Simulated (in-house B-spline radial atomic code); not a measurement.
A radial electron density 4πr²n(r) was computed for an atom or ion in its tabulated ground configuration with an all-electron radial atomic-structure program (B-spline basis); method: Dirac-Hartree-Fock, average of configuration. Columns: r (bohr), 4πr²n(r) (electrons per bohr), bar.

```
0.000545     3.67 #
0.000657    4.927 ##
 0.00079    6.562 ##
0.000952    8.727 ###
 0.00115    11.58 ####
 0.00138    15.13 #####
 0.00166    19.68 ######
   0.002    25.43 ########
 0.00241    32.51 ##########
  0.0029    40.95 #############
 0.00349    50.81 ################
  0.0042     61.9 ###################
 0.00505    73.71 #######################
 0.00608    85.64 ###########################
 0.00732     96.5 ##############################
 0.00881      105 #################################
  0.0106    109.8 ##################################
  0.0128    110.2 ##################################
  0.0154    106.7 #################################
  0.0185    101.3 ###############################
  0.0223     97.7 ##############################
  0.0268    99.78 ###############################
  0.0323    109.7 ##################################
  0.0389      125 #######################################
  0.0468    138.5 ###########################################
  0.0563    141.9 ############################################
  0.0678    132.4 #########################################
  0.0816    117.7 ####################################
  0.0983    111.5 ###################################
   0.118    119.8 #####################################
   0.142    130.7 #########################################
   0.171    124.1 ######################################
   0.206    96.79 ##############################
   0.248    70.84 ######################
   0.299    66.39 #####################
    0.36    75.05 #######################
   0.433    72.87 #######################
   0.522    52.33 ################
   0.628    27.06 ########
   0.756    9.847 ###
    0.91    2.467 #
     1.1    0.391 
    1.32  0.04165 
    1.59 0.002393
```

Q: Which atom or ion is it?
A. Ir23+
B. Hg24+
C. Ir22+
D. Ir24+

A: A. The area under the curve, ∫4πr²n dr = ∫r·4πr²n d(ln r) on this logarithmic grid, is 54 electrons, which only this option has. The configuration is [Kr] 4d10 4f8.
